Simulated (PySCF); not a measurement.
## GeCl: energy against distance

Set-up: PySCF, no relativity, basis sets Ge def2-TZVPPD, Cl def2-TZVPPD. Energies in eV from Ge + Cl in their ground configurations at the same level. State: ²Π (doublet), unpaired electrons π ↑.

| R (Å) | r²SCAN | UHF | MN15 | BLYP |
| --- | --- | --- | --- | --- |
| 1.875 | -3.218 | -1.614 | -3.229 | -2.902 |
| 1.962 | -3.799 | -2.243 | -3.784 | -3.546 |
| 2.049 | -4.110 | -2.588 | -4.073 | -3.919 |
| 2.115 | -4.216 | -2.715 | -4.166 | -4.069 |
| 2.180 | -4.242 | -2.758 | -4.181 | -4.139 |
| 2.245 | -4.209 | -2.738 | -4.138 | -4.146 |
| 2.333 | -4.097 | -2.640 | -4.016 | -4.086 |
| 2.442 | -3.885 | -2.441 | -3.797 | -3.934 |
| 2.572 | -3.572 | -2.138 | -3.479 | -3.686 |
| 2.747 | -3.116 | -1.688 | -3.021 | -3.306 |

**Question.** Put a parabola through the three lowest points of the r²SCAN curve and estimate Re, k and ωe (reduced mass 23.74 u; 1 eV/Å² = 0.16022 mdyn/Å; ωe = 1302.8·√(k/μ) cm⁻¹).

**Answer.** Through R = 2.115, 2.18, 2.245 Å the second-order coefficient is 6.98 eV/Å², so Re ≈ 2.176 Å, k ≈ 2.24 mdyn/Å and ωe ≈ 400 cm⁻¹. A polynomial fit of higher order to the unrounded r²SCAN energies gives Re = 2.173 Å, k = 2.30 mdyn/Å, ωe = 405 cm⁻¹; anharmonicity and rounding make the difference.

The higher-order fit for each curve: r²SCAN: Re = 2.173 Å, ωe = 405 cm⁻¹, De = 4.24 eV; UHF: Re = 2.189 Å, ωe = 402 cm⁻¹, De = 2.76 eV; MN15: Re = 2.162 Å, ωe = 409 cm⁻¹, De = 4.18 eV; BLYP: Re = 2.221 Å, ωe = 371 cm⁻¹, De = 4.15 eV.

Spin–orbit coupling is left out. The state is the lowest determinant that a PBE0 search found; another state may lie lower at other levels.
